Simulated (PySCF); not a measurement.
# Löwdin shares of the frontier orbitals

C4N4Si.
Cartesian coordinates in Å at the PBE0-D3(BJ)/def2-SVP level; atoms count from 1:
```xyz
9
C4N4Si angstrom
N      0.3284    2.1874   -2.0299
C      0.2027    1.3426   -1.2466
Si     0.0079    0.0034   -0.0095
C     -1.1279   -1.2742   -0.6711
N     -1.8465   -2.0819   -1.0882
C      1.6408   -0.7521    0.3438
N      2.6723   -1.2305    0.5676
C     -0.6917    0.6961    1.5371
N     -1.1359    1.1326    2.5142
```

The calculation used PySCF, TDDFT PBE0/def2-SVPD, vertical, gas phase, core orbitals frozen in the response.

Kohn–Sham orbitals with the atoms that hold most of them (Löwdin shares over 4%, at most four atoms):

| orbital | ε (eV) | atoms |
| --- | --- | --- |
| LUMO+2 | -3.07 | Si3 23%, C8 12%, N9 11%, C4 11% |
| LUMO+1 | -3.08 | Si3 23%, C2 12%, C6 11%, N1 11% |
| LUMO | -3.08 | Si3 23%, C6 12%, C4 11%, N7 10% |
| HOMO | -11.37 | N5 20%, N9 19%, C4 17%, C8 16% |
| HOMO-1 | -11.37 | N7 19%, N5 16%, C6 16%, C4 14% |
| HOMO-2 | -11.37 | N1 20%, N7 20%, C2 17%, C6 16% |
| HOMO-3 | -11.52 | N5 20%, N9 14%, N1 12%, N7 12% |

Within 0.005 eV of a neighbour in this list lie HOMO-2/HOMO-1/HOMO and LUMO/LUMO+1/LUMO+2 (point group found: Td); within a degenerate set the shares of single atoms can hang on how the components are chosen.

Question: How does S1 compare with the orbital gap of 8.29 eV?

Answer: S1 is at 6.42 eV (f = 0.0000), 1.87 eV below the gap, made of HOMO-2/HOMO-1/HOMO→LUMO/LUMO+1/LUMO+2 (≥62%). Without the coupling terms of the response equations the lowest excitation would equal the gap.

Next come S2 at 6.56 eV (f 0.0000), HOMO-2/HOMO-1/HOMO→LUMO/LUMO+1/LUMO+2 (≥35%), HOMO-4→LUMO/LUMO+1/LUMO+2 (≥10%); S3 at 6.57 eV (f 0.0000), HOMO-2/HOMO-1/HOMO→LUMO/LUMO+1/LUMO+2 (≥34%), HOMO-4→LUMO/LUMO+1/LUMO+2 (≥11%); S4 at 6.57 eV (f 0.0000), HOMO-2/HOMO-1/HOMO→LUMO/LUMO+1/LUMO+2 (≥34%), HOMO-5→LUMO/LUMO+1/LUMO+2 (≥9%); S5 at 6.73 eV (f 0.0000), HOMO-2/HOMO-1/HOMO→LUMO/LUMO+1/LUMO+2 (≥33%), HOMO-5→LUMO/LUMO+1/LUMO+2 (≥9%).

Orbitals of the list HOMO-3 to LUMO+2 that lie within 0.01 eV of each other are written together with a slash and their weights summed (≥ marks a lower bound); for degenerate orbitals outside that list single weights are arbitrary.

Löwdin shares depend on the basis, the more so with diffuse functions.

Time: 2.0 min. Hardware: Arm Neoverse V2, one thread, on a shared host.
